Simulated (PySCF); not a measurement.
PBE0 on Ta (tantalum, neutral), [Xe] 4f14 5d2 6s2 6p1, one real determinant (an excited configuration). Computed with PySCF 2.14 in aug-cc-pVDZ-PP with ECP60MDF (5s5p4d2f, 54 functions), with a scalar-relativistic core potential.

```
cycle= 3 E= -57.1598825658125  delta_E= -0.00089  |g|= 0.00905  |ddm|= 0.0828
cycle= 4 E= -57.1610404032622  delta_E= -0.00116  |g|= 0.00821  |ddm|= 0.0904
cycle= 5 E= -57.1625065871905  delta_E= -0.00147  |g|= 0.00658  |ddm|= 0.149
cycle= 6 E= -57.1634568027306  delta_E= -0.00095  |g|= 0.00551  |ddm|= 0.121
cycle= 7 E= -57.1640460981367  delta_E= -0.000589  |g|= 0.00495  |ddm|= 0.0862
cycle= 8 E= -57.164778828772  delta_E= -0.000733  |g|= 0.00261  |ddm|= 0.185
cycle= 9 E= -57.1648388997444  delta_E= -6.01e-05  |g|= 0.00172  |ddm|= 0.0809
cycle= 10 E= -57.1648382097549  delta_E= 6.9e-07  |g|= 0.00134  |ddm|= 0.0524
cycle= 11 E= -57.1648563900658  delta_E= -1.82e-05  |g|= 0.000157  |ddm|= 0.0307
cycle= 12 E= -57.1648564048268  delta_E= -1.48e-08  |g|= 0.000163  |ddm|= 0.00113
cycle= 13 E= -57.1648564840894  delta_E= -7.93e-08  |g|= 8.18e-05  |ddm|= 0.0011
cycle= 14 E= -57.1648565194821  delta_E= -3.54e-08  |g|= 9.52e-06  |ddm|= 0.00159
cycle= 15 E= -57.1648565202152  delta_E= -7.33e-10  |g|= 4.37e-06  |ddm|= 0.000135
converged SCF energy = -57.1648565202152  <S^2> = 4.29829  2S+1 = 4.2653441
```

Highest occupied orbital energy: -3.305 eV; ⟨L²⟩ = 15.35; populations by l: s 3.64, p 7.00, d 2.36, f 0.00.

(1) Can this result be used?

Answers

(1) Not for this state. Self-consistency was reached. ⟨L²⟩ = 15.35 against 20 for a pure G term, so this real determinant mixes terms. Energies and moments cover only the electrons outside the core potential. Spin-orbit coupling, absent here, splits the open shell strongly. ⟨S²⟩ = 4.30 against 3.75 shows spin contamination. The s, p, d and f populations moved away from the nominal configuration during the SCF.
